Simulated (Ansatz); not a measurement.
`C[CH](C)[MgH]` + CH₃OH → `C[O][MgH]` + propane at 700 K and 1 bar (ligand exchange at a Mg–C bond).

Calculated with Ansatz (gas phase, PBE0-D4/def2-TZVP geometries, no zero-point term in ΔE). CBS: MP2 limit from def2 TZ/QZ plus the TZ coupled-cluster correction, frozen cores. This one scheme is used for every species. For Mg outer-core shells are correlated without core-valence functions, which leaves a few kJ/mol of doubt a bond.

| species | CCSD(T)/CBS energy (Eh) | H − E (kJ/mol) | S (J/(mol·K)) |
| --- | --- | --- | --- |
| `C[CH](C)[MgH]` | -318.83443 | 331.0 | 445.0 |
| CH₃OH | -115.61712 | 170.8 | 288.5 |
| `C[O][MgH]` | -315.53638 | 173.4 | 358.4 |
| `CCC` | -118.98051 | 329.4 | 356.3 |

H − E and S are ideal-gas, rigid-rotor, harmonic terms from PBE0-D4/def2-TZVP. 1 Eh = 2625.50 kJ/mol, R = 8.31446 J/(mol·K).

**Question.** By hand: ΔE, ΔH, ΔS and ΔG.

**Answer.** ΔE = (-315.53638) + (-118.98051) − (-318.83443) − (-115.61712) = -0.06534 Eh = -171.6 kJ/mol. Δ(H − E) = 173.4 + 329.4 − 331.0 − 170.8 = 1.0, so ΔH = -170.6 kJ/mol. ΔS = 358.4 + 356.3 − 445.0 − 288.5 = -18.8 J/(mol·K). ΔG = -170.6 − 700 × (-18.8)/1000 = -157.4 kJ/mol.

**Question.** By hand: the equilibrium constant, and the temperature at which ΔG would vanish if ΔH and ΔS stayed fixed.

**Answer.** log₁₀ K = −ΔG/(RT ln 10) = 11.7. ΔG = 0 at ΔH/ΔS = 9074 K, far beyond where these terms or the molecules hold.

ΔH outweighs TΔS. A doubt of 5 kJ/mol in ΔE shifts log₁₀ K by 0.4 here. These are equilibria of isolated gas molecules and say nothing of rates. Largest T1 diagnostic: 0.011 (customary marks: 0.02 for closed shells, 0.045 for open ones).
